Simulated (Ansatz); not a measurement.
CH3ClO3W, SMILES `C[O][W](=[O])(=[O])[Cl]`, relaxed with RKS PBE0-D4/def2-TZVP in the Gaussian-basis code of Ansatz from a GFN2-xTB geometry. The force threshold is 0.005 eV/Å; the program also tests the step.

Charge 0, multiplicity 1. W takes the def2 core potential.

Start:

```xyz
9

C    -1.350   -0.791   -0.551
O    -0.341    0.086   -0.117
W     1.264    0.642    0.507
O     2.496    0.276   -0.580
O     1.565    0.023    2.044
Cl    1.195    2.831    0.694
H    -1.966   -0.299   -1.313
H    -0.880   -1.687   -0.983
H    -1.983   -1.080    0.299
```

```
step  energy (eV)  largest force (eV/Å)  largest move (Å)
   1  -21572.2262                 1.413             0.000
   2  -21572.3614                 0.686             0.152
   3  -21572.3824                 0.327             0.048
   4  -21572.3860                 0.128             0.019
   5  -21572.3897                 0.092             0.043
   6  -21572.3949                 0.241             0.128
   7  -21572.3985                 0.165             0.030
   8  -21572.4037                 0.215             0.090
   9  -21572.4053                 0.129             0.059
  10  -21572.4055                 0.129             0.056
  11  -21572.4071                 0.042             0.030
  12  -21572.4072                 0.083             0.024
  13  -21572.4073                 0.027             0.017
  14  -21572.4074                 0.010             0.022
  15  -21572.4074                 0.008             0.003
  16  -21572.4074                 0.004             0.001
```

End:

```xyz
9

C    -1.308   -0.802   -0.571
O    -0.451    0.249   -0.198
W     1.182    0.713    0.518
O     2.422   -0.002   -0.401
O     1.308    0.076    2.091
Cl    1.452    2.969    0.569
H    -2.214   -0.369   -0.997
H    -0.821   -1.434   -1.317
H    -1.569   -1.399    0.306
```

Hardware: 4 threads of an Arm Neoverse V2 on a shared host. Wall time 73 s, peak host memory 0.65 GiB.
